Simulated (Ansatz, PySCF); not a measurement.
Gas-phase reaction R1 → P1 + 0.5 P2, each structure at its B3LYP-D3(BJ)/def2-TZVP stationary point, reached from a drawn start (curvature not checked).
R1: C3H9Al (SMILES [CH3][Al]([CH3])[CH3]), charge 0, multiplicity 1.
P1: C2H6Al (SMILES [CH3][Al][CH3]), charge 0, multiplicity 2.
P2: C2H6 (SMILES CC), charge 0, multiplicity 1.

P less R. No zero-point or thermal terms; singlets are restricted closed shells; open shells are unrestricted.

Cores are frozen in the correlated methods.

The values were computed with Ansatz (Gaussian orbitals); PySCF for the D3/D4 terms. No computed number here is a measurement.

Total energies in hartree:

| structure | PBE/def2-TZVPPD | B3LYP-D3(BJ)/def2-TZVPPD | CCSD(T)/aug-cc-pV(T+d)Z |
|---|---|---|---|
| R1 | -361.918152 | -362.287535 | -361.543734 |
| P1 | -321.999194 | -322.296055 | -321.645096 |
| P2 | -79.732817 | -79.871751 | -79.679938 |

**Question.** Work out the reaction energy at each level in kJ/mol (1 hartree = 2625.49964 kJ/mol), and say how far PBE/def2-TZVPPD lies from CCSD(T)/aug-cc-pV(T+d)Z.

**Answer.** 
- PBE/def2-TZVPPD: (-321.999194) + 0.5 × (-79.732817) − (-361.918152) = 0.052550 hartree = 138.0 kJ/mol
- B3LYP-D3(BJ)/def2-TZVPPD: (-322.296055) + 0.5 × (-79.871751) − (-362.287535) = 0.055604 hartree = 146.0 kJ/mol
- CCSD(T)/aug-cc-pV(T+d)Z: (-321.645096) + 0.5 × (-79.679938) − (-361.543734) = 0.058669 hartree = 154.0 kJ/mol
PBE/def2-TZVPPD less CCSD(T)/aug-cc-pV(T+d)Z: -16.0 kJ/mol. CCSD(T)/aug-cc-pV(T+d)Z is the level counted from, the highest shown, and no exact or measured value.

Ansatz is a first-principles code.
